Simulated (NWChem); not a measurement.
# Total energies of bromine monochloride (BrCl)

```
Cl
Br 1 2.1953
```
Charge 0, spin multiplicity 1.

Program: NWChem. Structure: optimised with B3LYP/def2-SVP, a minimum by its harmonic frequencies.

Basis set: def2-SVP (50 functions).

```
method   total energy (Ha)
-------  -----------------
RHF            -3031.42209
MP2            -3031.78531
B2PLYP         -3033.32278
PBE            -3033.29794
B3LYP          -3033.91173
r2SCAN         -3033.83162
CCSD(T)        -3031.81067
```

Total energies of different functionals aren't comparable as a measure of quality: only differences taken within one method are. 

The Hamiltonian is non-relativistic. The correlated methods keep 14 core orbitals frozen. B3LYP has NWChem's definition, with VWN1-RPA local correlation. No row is a measurement; the coupled-cluster row has its own basis-set and correlation limits.
